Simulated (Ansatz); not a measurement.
Total energies of C2H5BFN (`C=NB(C)F`).

Z-matrix (Å, degrees):
```
C
B 1 1.566
H 1 1.090 2 113.5
H 1 1.094 2 110.2 3 121.8
H 1 1.095 2 109.6 3 -121.4
N 2 1.385 1 123.0 3 -2.2
F 2 1.345 1 119.3 3 -178.6
C 6 1.240 2 159.8 1 88.0
H 8 1.098 6 122.6 2 4.2
H 8 1.096 6 121.3 2 -176.0
```

Total charge 0; spin multiplicity 1. The structure was optimised at the PBE0-D4/def2-TZVP level. It is one conformer, not always the lowest. Basis def2-TZVPP, Ansatz 0.2.0.

RPA on PBE orbitals: Hartree–Fock energy of these orbitals -257.35057 Eh, correlation -1.40476 Eh (frozen core).

```
functional  energy without D4 (Eh)  D4 term (kJ/mol)
    r2SCAN              -258.70705              -3.8
   LC-ωPBE              -258.67800                 –
```

Problem. Give the same for LDA (SPW92), PBE, revPBE, BLYP, B97M-V, PBE0, B3LYP, r2SCANh, r2SCAN0, HSE06 (plane-wave form), BHLYP, CAM-B3LYP, ωB97X-V, ωB97M-V, B2PLYP, PBE-QIDH. (Best estimate.)

Solution. Ansatz gave: 
| functional | energy without D4 (Eh) | D4 term (kJ/mol) |
| --- | --- | --- |
| LDA (SPW92) | -256.73934 | – |
| PBE | -258.53440 | -15.0 |
| revPBE | -258.76259 | -51.5 |
| BLYP | -258.77462 | -33.5 |
| B97M-V | -258.81495 | – |
| PBE0 | -258.55146 | -12.5 |
| B3LYP | -258.85868 | -23.8 |
| r2SCANh | -258.69428 | -4.0 |
| r2SCAN0 | -258.67620 | -4.4 |
| HSE06 (plane-wave form) | -258.53822 | -11.6 |
| BHLYP | -258.71802 | -16.6 |
| CAM-B3LYP | -258.73988 | -12.5 |
| ωB97X-V | -258.76241 | – |
| ωB97M-V | -258.74925 | – |
| B2PLYP | -258.65349 | – |
| PBE-QIDH | -258.51392 | – |

B3LYP takes the VWN-RPA correlation (the form of Gaussian; ORCA's B3LYP/G). HSE06 is the plane-wave form, built on full-range PBE exchange. The double hybrids freeze the cores in their second-order part.

LC-ωPBE has ω = 0.4 bohr⁻¹.
